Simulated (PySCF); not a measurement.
# Argon: a sound run and one with changed settings

Sound run: Ar²⁺ [Ne] 3s2 3p4, Ar³⁺ [Ne] 3s2 3p3. Calculation: PySCF 2.14, in x2c-TZVPall; the spin-free X2C one-electron Hamiltonian (Gaussian nucleus). The sound run starts from symmetry-adapted Hartree-Fock orbitals and uses a fine grid where one is needed.

Changed run: 26 angular points. This setting is unsound on purpose.

| species | method | sound run (hartree) | changed run (hartree) | converged |
| --- | --- | --- | --- | --- |
| Ar²⁺ | UHF | -527.11003 | -527.11003 | yes |
| Ar²⁺ | PBE0 | -527.60232 | -527.60216 | yes |
| Ar²⁺ | TPSS | -527.78349 | -527.78362 | yes |
| Ar³⁺ | UHF | -525.66357 | -525.66357 | yes |
| Ar³⁺ | PBE0 | -526.10615 | -526.10615 | yes |
| Ar³⁺ | TPSS | -526.28447 | -526.28447 | yes |

Ionisation energy of Ar²⁺:

| method | sound run (eV) | changed run (eV) |
| --- | --- | --- |
| UHF | 39.360 | 39.360 |
| PBE0 | 40.713 | 40.709 |
| TPSS | 40.790 | 40.794 |

A coarse angular grid integrates products of high-l functions wrongly, so density functionals can shift, and the SCF can exploit the error; Hartree-Fock and MP2 need no grid.

For comparison, NIST gives 40.735 ± 0.012 eV between the lowest levels.
